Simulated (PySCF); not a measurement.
Here is a computed PBE0-D3(BJ)/def2-SVP geometry (Å):
```
C 
C   1  1.5155
C   2  1.5193  1  112.06
O   3  1.2180  2  121.39  1    -0.96
N   3  1.3698  2  116.20  1   179.11
C   5  1.4428  3  122.73  2     0.83
C   5  1.4432  3  118.98  2   179.56
H   1  1.0990  2  110.84  3   -60.32
H   1  1.0988  2  110.79  3    58.06
H   1  1.0997  2  110.91  3   178.92
H   2  1.1037  1  110.86  3   122.01
H   2  1.1041  1  110.84  3  -121.64
H   6  1.1036  5  112.67  3    63.30
H   6  1.0976  5  108.79  3  -177.69
H   6  1.1025  5  112.51  3   -58.90
H   7  1.1034  5  111.25  3   119.64
H   7  1.1034  5  111.31  3  -119.39
H   7  1.0964  5  107.86  3     0.14
```
Z-matrix in Å and degrees, rows numbered from 1.

Neutral, closed shell.

(1) Read off the bonds between heavy atoms and their formal orders.

(2) Write the SMILES.

(3) Classify the heavy atoms.

(4) What is the arrangement about C1?

(5) What is the arrangement about C6?

Answers

(1) C1–C2 (single); C2–C3 (single); C3–O4 (double); C3–N5 (single); N5–C6 (single); N5–C7 (single). Hydrogens: H8, H9, H10 on C1; H11, H12 on C2; H13, H14, H15 on C6; H16, H17, H18 on C7.

(2) `CCC(=O)N(C)C`, C5H11NO.

(3) C1: methyl carbon; C2: sp3 carbon next to a carbonyl; C3: amide carbonyl carbon; O4: amide oxygen; N5: amide nitrogen; C6/C7: N-methyl carbon.

(4) It has 4 neighbours (C2, H8, H9, H10) and is tetrahedral (angles from 106.8° to 110.9°).

(5) It has 4 neighbours (N5, H13, H14, H15) and is tetrahedral (angles from 107.3° to 112.7°).
